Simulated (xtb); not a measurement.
Calculation: GFN2-xTB in xtb.

```
xtb start.xyz --ohess tight --gfn 2 --chrg 0 --uhf 0 --iterations 400

# start.xyz
2

O      0.762540     0.000000     0.000000
Ge    -0.762540     0.000000     0.000000
```

Output:

```
[...]
 * total energy  :    -6.0446111 Eh     change       -0.2717826E-12 Eh
   gradient norm :     0.0747189 Eh/α   predicted     0.0000000E+00 (-100.00%)
.............................. CYCLE    2 ..............................
 * total energy  :    -6.0465501 Eh     change       -0.1939025E-02 Eh
   gradient norm :     0.0301573 Eh/α   predicted    -0.1402822E-02 ( -27.65%)
.............................. CYCLE    3 ..............................
 * total energy  :    -6.0469834 Eh     change       -0.4333029E-03 Eh
   gradient norm :     0.0045705 Eh/α   predicted    -0.3826371E-03 ( -11.69%)
.............................. CYCLE    4 ..............................
 * total energy  :    -6.0469945 Eh     change       -0.1108469E-04 Eh
   gradient norm :     0.0003398 Eh/α   predicted    -0.1035227E-04 (  -6.61%)
.............................. CYCLE    5 ..............................
 * total energy  :    -6.0469946 Eh     change       -0.4805315E-07 Eh
   gradient norm :     0.0001634 Eh/α   predicted    -0.6179834E-07 (  28.60%)
   *** GEOMETRY OPTIMIZATION CONVERGED AFTER 5 ITERATIONS ***
  Final Singlepoint                |
           -------------------------------------------------

          ...................................................
          :                      SETUP                      :
          :.................................................:
          :  # basis functions                  14          :
          :  # atomic orbitals                  13          :
          :  # shells                            5          :
          :  # electrons                        10          :
          :  max. iterations                   400          :
          :  Hamiltonian                  GFN2-xTB          :
          :  restarted?                      false          :
          :  GBSA solvation                  false          :
          :  PC potential                    false          :
          :  electronic temp.          300.0000000     K    :
          :  accuracy                    1.0000000          :
          :  -> integral cutoff          0.2500000E+02      :
          :  -> integral neglect         0.1000000E-07      :
          :  -> SCF convergence          0.1000000E-05 Eh   :
          :  -> wf. convergence          0.1000000E-03 e    :
          :  Broyden damping             0.4000000          :
          :  net charge                          0          :
          :  unpaired electrons                  0          :
          ...................................................

 iter      E             dE          RMSdq      gap      omega  full diag
   1     -6.0660998 -0.606610E+01  0.322E-06    4.78       0.0  T
   2     -6.0660998  0.888178E-15  0.163E-06    4.78   43482.7  T
   3     -6.0660998 -0.266454E-14  0.175E-06    4.78   40515.9  T

   *** convergence criteria satisfied after 3 iterations ***

         #    Occupation            Energy/Eh            Energy/eV
      -------------------------------------------------------------
         1        2.0000           -0.6865455             -18.6819
         2        2.0000           -0.5897624             -16.0483
         3        2.0000           -0.4542610             -12.3611
         4        2.0000           -0.4542610             -12.3611
         5        2.0000           -0.4294650             -11.6863 (HOMO)
         6                         -0.2537911              -6.9060 (LUMO)
         7                         -0.2537911              -6.9060
         8                         -0.0811302              -2.2077
         9                         -0.0633988              -1.7252
        10                         -0.0633988              -1.7252
       ...                                ...                  ...
        13                          0.5744769              15.6323
      -------------------------------------------------------------
                  HL-Gap            0.1756739 Eh            4.7803 eV
             Fermi-level           -0.3416281 Eh           -9.2962 eV


         :::::::::::::::::::::::::::::::::::::::::::::::::::::
         ::                     SUMMARY                     ::
         :::::::::::::::::::::::::::::::::::::::::::::::::::::
         :: total energy              -6.046994551806 Eh    ::
         :: gradient norm              0.000163360896 Eh/a0 ::
         :: HOMO-LUMO gap              4.780330999729 eV    ::
         ::.................................................::
         :: SCC energy                -6.066099771809 Eh    ::
         :: -> isotropic ES            0.008422336234 Eh    ::
         :: -> anisotropic ES          0.008001371692 Eh    ::
         :: -> anisotropic XC         -0.000595589599 Eh    ::
         :: -> dispersion             -0.000523882127 Eh    ::
         :: repulsion energy           0.019105220003 Eh    ::
         :: add. restraining           0.000000000000 Eh    ::
         :: total charge              -0.000000000000 e     ::
         :::::::::::::::::::::::::::::::::::::::::::::::::::::

           -------------------------------------------------
          |                Numerical Hessian                |
           -------------------------------------------------
step length          :   0.00500
SCC accuracy         :   0.30000
Hessian scale factor :   1.00000
frozen atoms in %    :   0.00000    0
RMS gradient         :   0.00016

writing file <hessian>.

 vibrational frequencies (cm⁻¹)
eigval :        0.00     0.00     0.00     0.00     0.00   963.25
           -------------------------------------------------
          |                Property Printout                |
           -------------------------------------------------

    * Orbital Energies and Occupations

         #    Occupation            Energy/Eh            Energy/eV
      -------------------------------------------------------------
         1        2.0000           -0.6865455             -18.6819
         2        2.0000           -0.5897624             -16.0483
         3        2.0000           -0.4542610             -12.3611
         4        2.0000           -0.4542610             -12.3611
         5        2.0000           -0.4294650             -11.6863 (HOMO)
         6                         -0.2537911              -6.9060 (LUMO)
         7                         -0.2537911              -6.9060
         8                         -0.0811302              -2.2077
         9                         -0.0633988              -1.7252
        10                         -0.0633988              -1.7252
        11                          0.0642643               1.7487
        12                          0.0642643               1.7487
        13                          0.5744769              15.6323
      -------------------------------------------------------------
                  HL-Gap            0.1756739 Eh            4.7803 eV
             Fermi-level           -0.3416281 Eh           -9.2962 eV

     #   Z          covCN         q      C6AA      α(0)
     1   8 O        0.785    -0.399    21.685     6.242
     2  32 Ge       0.785     0.399   277.478    35.642

 Mol. C6AA /au·bohr⁶  :        439.926789
 Mol. C8AA /au·bohr⁸  :      32062.744610
 Mol. α(0) /au        :         41.883258

Wiberg/Mayer (AO) data.
largest (>0.10) Wiberg bond orders for each atom

 ---------------------------------------------------------------------------
     #   Z sym  total        # sym  WBO       # sym  WBO       # sym  WBO
 ---------------------------------------------------------------------------
     1   8 O    2.433 --     2 Ge   2.433
     2  32 Ge   2.433 --     1 O    2.433
 ---------------------------------------------------------------------------

Topologies differ in total number of bonds
Writing topology from bond orders to xtbtopo.mol

molecular dipole:
                 x           y           z       tot (Debye)
 q only:       -1.187       0.000       0.000
   full:       -1.794       0.000       0.000       4.560
molecular quadrupole (traceless):
                xx          xy          yy          xz          yz          zz
 q only:        0.000      -0.000      -0.000      -0.000       0.000      -0.000
  q+dip:        1.567      -0.000      -0.783      -0.000       0.000      -0.783
   full:       -2.425       0.000       1.212       0.000      -0.000       1.212
Molecule has the following symmetry elements: (Cinf) (sigma)
It seems to be the Cinfv point group

           -------------------------------------------------
          |                Geometry Summary                 |
           -------------------------------------------------

      molecular mass/u    :       88.6269551
   center of mass at/Å    :       -0.5034661       0.0000026       0.0000018
  moments of inertia/u·Å² :        0.1676578E-14   0.3256168E+02   0.3256168E+02
rotational constants/cm⁻¹ :        0.1005479E+17   0.5177138E+00   0.5177138E+00

 * 1 selected distances

     #   Z          #   Z                                           value/Å
     0   0          0   0                                         0.0000000 (max)

 * 0 distinct bonds (by element types)

   Z      Z             #   av. dist./Å        max./Å        min./Å

           -------------------------------------------------
          |               Frequency Printout                |
           -------------------------------------------------
 vibrational frequencies (cm⁻¹)
eigval :        0.00     0.00     0.00     0.00     0.00   963.25
 reduced masses (amu)
   1: 62.40   2: 62.40   3: 62.40   4: 26.22   5: 26.22   6: 26.22
 IR intensities (km·mol⁻¹)
   1:  0.00   2:  0.00   3:  0.00   4: 26.98   5: 26.98   6:165.82
 Raman intensities (Ä⁴*amu⁻¹)
   1:  0.00   2:  0.00   3:  0.00   4:  0.00   5:  0.00   6:  0.00
 output can be read by thermo (or use thermo option).
 writing <g98.out> molden fake output.
 recommended (thermochemical) frequency scaling factor: 1.0
           -------------------------------------------------
          |             Thermodynamic Functions             |
           -------------------------------------------------

cin symmetry found (for desy threshold:  0.10E+00) used in thermo

          ...................................................
          :                      SETUP                      :
          :.................................................:
          :  # frequencies                           1      :
          :  # imaginary freq.                       0      :
          :  linear?                              true      :
          :  only rotor calc.                    false      :
          :  symmetry                              cin      :
          :  rotational number                       1      :
          :  scaling factor                  1.0000000      :
          :  rotor cutoff                   50.0000000 cm⁻¹ :
          :  imag. cutoff                  -20.0000000 cm⁻¹ :
          :.................................................:

    mode    ω/cm⁻¹     T·S(HO)/kcal·mol⁻¹    T·S(FR)/kcal·mol⁻¹   T·S(vib)
   ------------------------------------------------------------------------
   ------------------------------------------------------------------------

   temp. (K)  partition function   enthalpy   heat capacity  entropy
                                   cal/mol     cal/K/mol   cal/K/mol   J/K/mol
 298.15  VIB   1.01                   26.633      0.419      0.108
         ROT   400.                  592.502      1.987     13.895
         INT   404.                  619.135      2.407     14.004
         TR   0.807E+27             1481.254      4.968     39.340
         TOT                        2100.3887     7.3747    53.3439   223.1909

       T/K    H(0)-H(T)+PV         H(T)/Eh          T*S/Eh         G(T)/Eh
   ------------------------------------------------------------------------
    298.15    0.334718E-02    0.554162E-02    0.253454E-01   -0.198038E-01
   ------------------------------------------------------------------------

         :::::::::::::::::::::::::::::::::::::::::::::::::::::
         ::                  THERMODYNAMIC                  ::
         :::::::::::::::::::::::::::::::::::::::::::::::::::::
         :: total free energy          -6.066798345463 Eh   ::
         ::.................................................::
         :: total energy               -6.046994551806 Eh   ::
         :: zero point energy           0.002194438279 Eh   ::
         :: G(RRHO) w/o ZPVE           -0.021998231936 Eh   ::
         :: G(RRHO) contrib.           -0.019803793657 Eh   ::
         :::::::::::::::::::::::::::::::::::::::::::::::::::::

optimized geometry written to: xtbopt.xyz

           -------------------------------------------------
          | TOTAL ENERGY               -6.046994551806 Eh   |
          | TOTAL ENTHALPY             -6.041452931152 Eh   |
          | TOTAL FREE ENERGY          -6.066798345463 Eh   |
          | GRADIENT NORM               0.000163364880 Eh/α |
          | HOMO-LUMO GAP               4.780330909938 eV   |
           -------------------------------------------------

------------------------------------------------------------------------
```

Cost: very roughly 0.07 core-seconds.
